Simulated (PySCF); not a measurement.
BH3N, SMILES B[NH], multiplicity 2.

Geometry: PBE-D3(BJ)/def2-TZVP. The isomer is the one that the SMILES or the coordinates give; other isomers of the formula were not compared.

Method: PBE0/def2-TZVPD run with PySCF.

The molecule is in vacuum.

Computed frontier levels, dipole moment and polarisability:
| Item | Value |
|---|---|
| α spin, highest occupied and lowest empty level | -7.88 and 0.13 eV |
| β spin, highest occupied and lowest empty level | -8.61 and -3.20 eV |
| dipole moment | 0.276 e·Å |
| quadrupole, principal values (traceless, Buckingham form, about the centre of nuclear charge) | -1.89, -1.74, 3.63 D·Å |
| mean static polarisability | 27.0 bohr³ (4.00 Å³) |
| polarisability, principal values | 20.6, 24.4, 36.0 bohr³ |
| ⟨S²⟩ | 0.759 (pure state 0.75) |
